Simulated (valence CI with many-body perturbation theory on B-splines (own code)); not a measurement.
## Level structure of Ce⁴⁴⁺

Level of theory: relativistic CI+MBPT: four valence electrons over a frozen Dirac-Fock core [Ne], a basis of 11 s, 11 p, 10 d, 8 f, 5 g, 2 h functions for each j, with the one-electron correlation potential Σ1 (screened to all orders), the two-electron term Σ2, the three-electron term Σ3, Breit, model QED; selected single and double excitations, second order for the rest, scaled by the run's own slope (own B-spline code, finite nucleus).

No measured spectrum was set against this ion. As an estimate, large intervals hold to a few tenths of a per cent, small ones and those within an open d or f shell to about a per cent. Among the levels kept, up to 550 cm⁻¹ of a level comes from second order outside the variational space, and about a tenth of that is noise between levels of different J, which matters for small intervals.

Levels 46 to 90 of 171, with energies above the lowest level, (3s^2 3p1/2^2) J=0. "Leading %" is the weight of the configuration and term that name the level; weights of strongly mixed levels are sums over their largest components and can fall short. In the jj column 3d3/2^4 stands for four electrons in 3d with j = 3/2. Lifetimes count E1, E2, E3, M1 and M2 decay at the calculated energies, and are blank where another channel may lead or the interval is too uncertain; long ones can be off by a factor of two.

```tsv
No.	Configuration	Term	J	E (eV)	Leading %	Lifetime	Second component	Leading jj
46	3s3p²3d	⁵F	5	516.19	51	102 ps	48 % 3s3p²3d ³G	3s 3p1/2 3p3/2 3d5/2 (96 %)
47	3s3p²3d	³P	2	516.40	36	5.75 ps	19 % 3s3p²3d ⁵D	3s 3p1/2 3p3/2 3d5/2 (84 %)
48	3s3p²3d	³D	1	524.50	58	2.87 ps	27 % 3s3p²3d ³P	3s 3p1/2 3p3/2 3d3/2 (47 %)
49	3s3p²3d	³F	3	524.69	38	6.27 ps	26 % 3s3p²3d ⁵D	3s 3p1/2 3p3/2 3d5/2 (83 %)
50	3s3p²3d	¹D	2	533.63	25	3.13 ps	20 % 3s3p²3d ³P	3s 3p1/2 3p3/2 3d5/2 (64 %)
51	3s3p²3d	³D	3	533.98	58	3.27 ps	20 % 3s3p²3d ³F	3s 3p1/2 3p3/2 3d5/2 (77 %)
52	3s3p²3d	¹G	4	534.22	44	10.6 ps	32 % 3s3p²3d ³F	3s 3p1/2 3p3/2 3d5/2 (80 %)
53	3s3p²3d	³P	0	535.26	74	1.80 ps	16 % 3s²3d² ³P	3s 3p1/2 3p3/2 3d3/2 (60 %)
54	3s3p²3d	³P	1	536.09	32	1.23 ps	30 % 3s3p²3d ³D	3s 3p1/2 3p3/2 3d3/2 (74 %)
55	3s3p²3d	³F	2	538.73	27	1.24 ps	13 % 3s3p²3d ¹D	3s 3p1/2 3p3/2 3d3/2 (60 %)
56	3s3p²3d	³D	3	543.43	35	2.90 ps	24 % 3s3p²3d ³F	3s 3p1/2 3p3/2 3d5/2 (88 %)
57	3s3p²3d	³G	4	544.30	44	3.87 ps	37 % 3s3p²3d ³F	3s 3p1/2 3p3/2 3d5/2 (89 %)
58	3s3p²3d	³D	1	546.56	50	4.88 ps	22 % 3s3p²3d ¹P	3s 3p1/2 3p3/2 3d5/2 (88 %)
59	3s3p²3d	³P	1	555.60	38	3.37 ps	27 % 3s3p²3d ³S	3s 3p1/2 3p3/2 3d5/2 (88 %)
60	3s3p²3d	³F	3	556.88	35	2.19 ps	33 % 3s3p²3d ¹F	3s 3p1/2 3p3/2 3d5/2 (83 %)
61	3s3p²3d	³D	2	557.64	31	2.78 ps	13 % 3s3p²3d ¹D	3s 3p1/2 3p3/2 3d5/2 (80 %)
62	3s3p²3d	³P	0	560.01	37	1.99 ps	32 % 3s3p²3d ¹S	3s 3p1/2 3p3/2 3d5/2 (63 %)
63	3s3p²3d	³D	2	563.76	33	1.45 ps	26 % 3s3p²3d ³P	3s 3p1/2 3p3/2 3d5/2 (83 %)
64	3s²3d²	³F	2	575.56	58	809 fs	13 % 3s²3d² ¹D	3s^2 3d3/2^2 (72 %)
65	3s²3d²	³F	3	590.07	66	1.46 ps	12 % 3s3p²3d ³D	3s^2 3d3/2 3d5/2 (66 %)
66	3s²3d²	³P	0	591.70	61	687 fs	18 % 3s3p²3d ³P	3s^2 3d3/2^2 (65 %)
67	3p⁴	¹D	2	592.76	33	1.75 ps	20 % 3s3p²3d ³D	3p1/2 3p3/2^3 (41 %)
68	3s²3d²	³F	4	593.94	47	2.67 ps	18 % 3s²3d² ¹G	3s^2 3d3/2 3d5/2 (47 %)
69	3s²3d²	³P	1	595.99	45	1.56 ps	16 % 3s3p²3d ⁵P	3s^2 3d3/2 3d5/2 (45 %)
70	3s²3d²	³P	2	596.58	30	1.40 ps	15 % 3s²3d² ¹D	3s^2 3d3/2 3d5/2 (50 %)
71	3p⁴	³P	1	598.59	68	1.06 ps	13 % 3s3p²3d ¹P	3p1/2 3p3/2^3 (68 %)
72	3s²3d²	¹G	4	608.05	49	5.98 ps	18 % 3s3p²3d ³F	3s 3p3/2^2 3d5/2 (40 %)
73	3s3p²3d	³F	3	618.01	21	1.57 ps	20 % 3s3p²3d ³D	3s 3p3/2^2 3d3/2 (64 %)
74	3s²3d²	¹D	2	618.53	36	1.70 ps	13 % 3s3p²3d ⁵P	3s 3p3/2^2 3d3/2 (32 %)
75	3s3p²3d	³P	0	621.51	48	9.33 ps	28 % 3s²3d² ¹S	3s 3p3/2^2 3d5/2 (64 %)
76	3s²3d²	³P	2	622.76	43	1.88 ps	13 % 3s²3d² ¹D	3s^2 3d5/2^2 (49 %)
77	3s²3d²	³P	1	623.31	30	1.22 ps	22 % 3s3p²3d ³P	3s 3p3/2^2 3d3/2 (59 %)
78	3p³3d	³F°	2	623.38	20	7.56 ps	16 % 3p³3d ³D°	3p1/2^2 3p3/2 3d3/2 (78 %)
79	3s3p²3d	³G	5	624.05	51	10.7 ps	49 % 3s3p²3d ⁵F	3s 3p3/2^2 3d5/2 (96 %)
80	3s3p²3d	³F	4	628.93	42	1.50 ps	14 % 3s3p²3d ³G	3s 3p3/2^2 3d3/2 (70 %)
81	3p³3d	³P°	0	631.34	50	5.23 ps	24 % 3p³3d ⁵D°	3p1/2^2 3p3/2 3d3/2 (85 %)
82	3p³3d	³F°	3	633.40	27	4.02 ps	18 % 3p³3d ³G°	3p1/2^2 3p3/2 3d3/2 (82 %)
83	3p³3d	³D°	1	634.99	29	3.65 ps	26 % 3p³3d ⁵D°	3p1/2^2 3p3/2 3d3/2 (88 %)
84	3s3p²3d	³D	1	639.18	37	1.22 ps	16 % 3s3p²3d ³P	3s 3p3/2^2 3d3/2 (74 %)
85	3s²3d²	³F	4	640.13	28	2.33 ps	23 % 3s3p²3d ³F	3s 3p3/2^2 3d5/2 (52 %)
86	3s3p3d²	⁵G°	2	646.07	66	5.76 ps	22 % 3s3p3d² ³F°	3s 3p1/2 3d3/2^2 (84 %)
87	3s3p²3d	¹F	3	646.46	29	1.87 ps	20 % 3s3p²3d ³F	3s 3p3/2^2 3d5/2 (58 %)
88	3s3p²3d	³P	0	647.05	71	959 fs	10 % 3s²3d² ³P	3s 3p3/2^2 3d3/2 (78 %)
89	3s3p²3d	³D	2	648.63	47	1.22 ps	10 % 3s3p²3d ¹D	3s 3p3/2^2 3d3/2 (78 %)
90	3s3p²3d	³D	1	649.46	28	1.98 ps	22 % 3s3p²3d ³S	3s 3p3/2^2 3d5/2 (68 %)
```
